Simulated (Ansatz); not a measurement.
```yaml
crystal:
  periodic: [false, false, false]
  atoms:
    - {symbol: B, position_ang: [-0.033358, -0.383608, 0.691153]}
    - {symbol: C, position_ang: [-1.047922, -0.591143, -0.177162]}
    - {symbol: Br, position_ang: [0.975851, -2.283573, 0.720734]}
    - {symbol: O, position_ang: [-0.827738, 0.095963, -1.266026]}
    - {symbol: Al, position_ang: [0.795537, 1.021126, -0.732996]}
    - {symbol: H, position_ang: [-0.506585, -0.289681, 2.138408]}
    - {symbol: H, position_ang: [0.981697, 0.346845, 0.671591]}
    - {symbol: H, position_ang: [-1.867710, -0.934681, 0.011146]}
    - {symbol: H, position_ang: [0.361760, 2.621742, -0.738582]}
    - {symbol: H, position_ang: [1.778375, 0.463788, -1.502619]}
basis:
  gaussian: {orbitals: def2-TZVPP}
magnetization: {spin_polarized: true, initial_magnetization: 1}
hamiltonian: {xc: {name: r2SCANh}, dispersion: d3bjatm, pseudopotentials: {relativity: none}}
output: {forces: true}
```

```sh
$ ansatz run in.yaml --threads 4 --pin off --events-out ev --progress --plain --max-ram 10444MiB
```

It prints (some lines left out):

```
Error: a molecule whose nuclei and cores have a total charge of 72 cannot have a net charge of 0 together with 1 unpaired electrons
```

**Question.** Something in this input is off. What?

**Answer.** The number of unpaired electrons doesn't fit the electron count. The program refused the input.
